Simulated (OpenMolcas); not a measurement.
Computed levels of 3d in ions with 19 electrons, in cm-1 above 2D 3/2.

```yaml
Program: OpenMolcas
Method: CASSCF
Basis: ANO-RCC-VTZP
Scalar_Hamiltonian: DKH2, point nucleus
Spin-orbit_coupling: RASSI with atomic mean-field integrals over the reference wave functions, term energies averaged over their components
```

Active space for each ion: 1 electron in 10 orbitals (3d 4d).

| Level | V4+ | Mn6+ | Fe7+ |
| --- | --- | --- | --- |
| 2D 5/2 | 612 | 1329 | 1808 |

**Question.** Estimate 2D 5/2 for Cr5+ from its neighbours V4+ and Mn6+.

**Answer.** 2D 5/2 is fine structure, which grows about as the fourth power of a screened charge, so the fourth roots are averaged: ((612^0.25 + 1329^0.25) / 2)^4 = 919. The calculation gives 923, so the estimate is off by -0.4 %; the measured value is 940 (Sugar and Corliss, J. Phys. Chem. Ref. Data 6, 317 (1977)).

With one active electron outside closed inactive shells, the extra shells (4d) add no correlation to the reference. With one active electron the reference holds no correlation, so core polarisation is missing. Measured partners are found by configuration, term and J. A level has none where our copy of the source lacks it or the pairing is in doubt (some pairs that miss far off the trend of their configuration count as doubtful), and it then counts in no deviation. Only configurations of the active space appear.
